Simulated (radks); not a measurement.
Ho IV, configuration [Xe] 4f10.

Method: Dirac Kohn-Sham, BLYP, spin-unpolarised, spherical densities, finite nucleus; open shells fill j = l - 1/2 first; Fermi nuclear charge, rms radius 5.2022 fm; computed with a radial shooting solver on a logarithmic mesh with Libxc functionals.

Energy parts (eV):
total: -343586.61
kinetic: 378000.26
electron-nucleus: -846531.33
Hartree: 132336.04
exchange-correlation: -7391.58

Orbitals (lengths in bohr, moments of r in powers of bohr; r(90%) holds 90 % of the orbital's charge):
orbital	occ.	eigenvalue (eV)	<r^2>	<r>	r(90%)	small-component weight
1s1/2	2	-55461.90	0.0005883	0.02074	0.0376	6.27e-02
2s1/2	2	-9299.258	0.009111	0.08754	0.136	1.40e-02
2p1/2	2	-8853.775	0.006581	0.07290	0.120	1.40e-02
2p3/2	4	-7996.605	0.007803	0.08006	0.130	1.29e-02
3s1/2	2	-2102.455	0.06030	0.2295	0.337	4.48e-03
3p1/2	2	-1907.268	0.05589	0.2191	0.329	4.42e-03
3p3/2	4	-1728.278	0.06279	0.2327	0.348	4.11e-03
3d3/2	4	-1393.076	0.04961	0.2054	0.320	3.99e-03
3d5/2	6	-1353.969	0.05153	0.2096	0.326	3.90e-03
4s1/2	2	-441.4386	0.3036	0.5184	0.745	1.44e-03
4p1/2	2	-363.8837	0.3175	0.5279	0.769	1.36e-03
4p3/2	4	-323.5935	0.3555	0.5588	0.813	1.24e-03
4d3/2	4	-195.7637	0.4022	0.5885	0.885	1.07e-03
4d5/2	6	-188.4335	0.4171	0.5994	0.901	1.04e-03
4f5/2	6	-35.3336	0.7931	0.7809	1.34	6.39e-04
4f7/2	4	-34.2867	0.8207	0.7933	1.36	6.25e-04
5s1/2	2	-79.7875	1.762	1.252	1.80	3.05e-04
5p1/2	2	-58.1854	2.200	1.394	2.04	2.45e-04
5p3/2	4	-52.6738	2.507	1.488	2.17	2.17e-04

The highest occupied level is 4f7/2 at -34.287 eV. For comparison, the ionisation energy in NIST's Atomic Spectra Database is 42.5 eV (semi-empirical). In exact Kohn-Sham theory the highest level is minus the ionisation energy, but local and semilocal functionals leave it too shallow, through self-interaction and a potential that decays too fast; potentials with the right tail come closer. The density falls to 0.001 e/bohr^3 at r = 3.18 bohr. Summed over all electrons, <r^2> = 33.82 bohr^2, which gives a Langevin (diamagnetic) susceptibility term of -26.8 x 10^-6 cm^3/mol. The electron density at the nucleus is 8.056e+05 e/bohr^3.

Beside tabulated values, note that spin-unpolarised runs miss the spin-polarisation part of the exchange energy of open shells.
